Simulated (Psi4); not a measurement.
C2H8AlO, charge +1, singlet, at a GFN2-xTB geometry (such geometries of metal compounds can be far from the true shape), atoms displaced at random by about 0.03 Å a coordinate; PBE/6-31G, gradient run with Psi4.

Here is a job for Psi4.
```
memory 2 GB

molecule {
1 1
Al    0.19087837   -0.18185187    0.16641162
C     1.78306379    0.10412932   -0.94241646
H     2.68743184   -0.52702943   -0.53186220
H     2.13035426    1.06746809   -1.05724437
H     1.66908366   -0.35644975   -1.95770782
C    -0.93820106   -0.78588190    1.64364177
H    -1.77346482   -1.34740486    1.31119547
H    -1.37037017    0.10716431    2.21885187
H    -0.36179171   -1.40189543    2.35208717
O    -1.02404668    0.83125968   -0.81479723
H    -0.87191588    1.28344812   -1.62150417
H    -1.97359268    0.97390578   -0.61017502
symmetry c1
no_reorient
no_com
}

set {
  basis 6-31g
}

gradient('pbe')
print_variables()
```

Task: Predict the main parts of the log of this Psi4 run.

Result: 
```
gradient() will perform analytic gradient computation.

   => Loading Basis Set <=

    Name: 6-31G
    Role: ORBITAL
    Keyword: BASIS

         ---------------------------------------------------------
                                   SCF
               by Justin Turney, Rob Parrish, Andy Simmonett
                          and Daniel G. A. Smith
                              RKS Reference
         ---------------------------------------------------------

  ==> Geometry <==

    Molecular point group: c1
    Full point group: C1

    Geometry (in Angstrom), charge = 1, multiplicity = 1:

       Center              X                  Y                   Z               Mass
    ------------   -----------------  -----------------  -----------------  -----------------
         AL           0.190878370000    -0.181851870000     0.166411620000    26.981538530000
         C            1.783063790000     0.104129320000    -0.942416460000    12.000000000000
         H            2.687431840000    -0.527029430000    -0.531862200000     1.007825032230
         H            2.130354260000     1.067468090000    -1.057244370000     1.007825032230
         H            1.669083660000    -0.356449750000    -1.957707820000     1.007825032230
         C           -0.938201060000    -0.785881900000     1.643641770000    12.000000000000
         H           -1.773464820000    -1.347404860000     1.311195470000     1.007825032230
         H           -1.370370170000     0.107164310000     2.218851870000     1.007825032230
         H           -0.361791710000    -1.401895430000     2.352087170000     1.007825032230
         O           -1.024046680000     0.831259680000    -0.814797230000    15.994914619570
         H           -0.871915880000     1.283448120000    -1.621504170000     1.007825032230
         H           -1.973592680000     0.973905780000    -0.610175020000     1.007825032230

  Running in c1 symmetry.

  Rotational constants: A =      0.24128  B =      0.13299  C =      0.08854 [cm^-1]
  Rotational constants: A =   7233.27444  B =   3986.81669  C =   2654.46125 [MHz]
  Nuclear repulsion =  161.874281477206864

  Charge       = 1
  Multiplicity = 1
  Electrons    = 40
  Nalpha       = 20
  Nbeta        = 20

  ==> Algorithm <==

  SCF Algorithm Type is DF.
  DIIS enabled.
  MOM disabled.
  Fractional occupation disabled.
  Guess Type is SAD.
  Energy threshold   = 1.00e-08
  Density threshold  = 1.00e-08
  Integral threshold = 1.00e-12

  ==> Primary Basis <==

  Basis Set: 6-31G
    Blend: 6-31G
    Number of shells: 38
    Number of basis functions: 56
    Number of Cartesian functions: 56
    Spherical Harmonics?: false
    Max angular momentum: 1

  ==> DFT Potential <==

   => LibXC <=

    Version 7.1.2
    S. Lehtola, C. Steigemann, M. J. T. Oliveira, and M. A. L. Marques,  SoftwareX 7, 1–5 (2018) (10.1016/j.softx.2017.11.002)

   => Composite Functional: PBE <=

    PBE GGA Exchange-Correlation Functional

    J.P. Perdew et. al., Phys. Rev. Lett., 77(18), 3865-3868, 1996

    Deriv               =              1
    GGA                 =           TRUE
    Meta                =          FALSE

    Exchange Hybrid     =          FALSE
    MP2 Hybrid          =          FALSE

   => Exchange Functionals <=

    1.0000     XC_GGA_X_PBE

   => Correlation Functionals <=

    1.0000     XC_GGA_C_PBE

   => LibXC Density Thresholds  <==

    XC_GGA_C_PBE:  1.00E-12
    XC_GGA_X_PBE:  1.00E-15

   => Molecular Quadrature <=

    Radial Scheme          =       TREUTLER
    Pruning Scheme         =           NONE
    Nuclear Scheme         =       TREUTLER

    Blocking Scheme        =         OCTREE
    BS radius alpha        =              1
    Pruning alpha          =              1
    Radial Points          =             75
    Spherical Points       =            302
    Total Points           =         259230
    Total Blocks           =           1985
    Max Points             =            256
[...]
  @DF-RKS Final Energy:  -398.06020684960924
    Total Energy =                       -398.0602068496092443
[...]
         H           -1.773464820000    -1.347404860000     1.311195470000     1.007825032230
         H           -1.370370170000     0.107164310000     2.218851870000     1.007825032230
         H           -0.361791710000    -1.401895430000     2.352087170000     1.007825032230
         O           -1.024046680000     0.831259680000    -0.814797230000    15.994914619570
         H           -0.871915880000     1.283448120000    -1.621504170000     1.007825032230
         H           -1.973592680000     0.973905780000    -0.610175020000     1.007825032230

  Nuclear repulsion =  161.874281477206864

  ==> Basis Set <==

  Basis Set: 6-31G
    Blend: 6-31G
    Number of shells: 38
    Number of basis functions: 56
    Number of Cartesian functions: 56
    Spherical Harmonics?: false
    Max angular momentum: 1

  ==> DFJKGrad: Density-Fitted SCF Gradients <==

    Gradient:                    1
    J tasked:                  Yes
    K tasked:                   No
    wK tasked:                  No
    Integrals threads:           1
    Schwarz Cutoff:          1E-12
    Fitting Condition:       1E-10

   => Auxiliary Basis Set <=

  Basis Set: (6-31G AUX)
    Blend: CC-PVDZ-JKFIT
    Number of shells: 180
    Number of basis functions: 573
    Number of Cartesian functions: 573
    Spherical Harmonics?: false
    Max angular momentum: 3

  ==> DFT Potential <==

   => LibXC <=

    Version 7.1.2
    S. Lehtola, C. Steigemann, M. J. T. Oliveira, and M. A. L. Marques,  SoftwareX 7, 1–5 (2018) (10.1016/j.softx.2017.11.002)

   => Composite Functional: PBE <=

    PBE GGA Exchange-Correlation Functional

    J.P. Perdew et. al., Phys. Rev. Lett., 77(18), 3865-3868, 1996

    Deriv               =              1
    GGA                 =           TRUE
    Meta                =          FALSE

    Exchange Hybrid     =          FALSE
    MP2 Hybrid          =          FALSE

   => Exchange Functionals <=

    1.0000     XC_GGA_X_PBE

   => Correlation Functionals <=

    1.0000     XC_GGA_C_PBE

   => LibXC Density Thresholds  <==

    XC_GGA_C_PBE:  1.00E-12
    XC_GGA_X_PBE:  1.00E-15

   => Molecular Quadrature <=

    Radial Scheme          =       TREUTLER
    Pruning Scheme         =           NONE
    Nuclear Scheme         =       TREUTLER

    Blocking Scheme        =         OCTREE
    BS radius alpha        =              1
    Pruning alpha          =              1
    Radial Points          =             75
    Spherical Points       =            302
    Total Points           =         259230
    Total Blocks           =           1985
    Max Points             =            256
    Max Functions          =             55
    Weights Tolerance      =       1.00E-15

  -Total Gradient:
     Atom            X                  Y                   Z
    ------   -----------------  -----------------  -----------------
       1       -0.011160987402     0.000775904304    -0.003642463496
       2       -0.017557149007     0.087838494000    -0.010603962505
       3        0.026536720521    -0.020840339711     0.007142511114
       4       -0.014831956279    -0.054708928486     0.003036272219
       5        0.005331426967    -0.005452818081    -0.005476074224
       6       -0.018057612852    -0.030710622516    -0.021270969393
       7        0.023572304795     0.019329449987     0.011365535666
       8       -0.012048447684     0.015964687947     0.010033607630
       9        0.001775508882    -0.000377119990    -0.002248038510
      10        0.032478340327     0.005838390671    -0.022430011377
      11       -0.020854989219    -0.022461686338     0.044901119741
      12        0.004798821905     0.004803951619    -0.010806142572

  Variable Map:
  ----------------------------------------------------------------------------
[...]
  Array Variable Map:
  ----------------------------------------------------------------------------
[...]
[...]
```
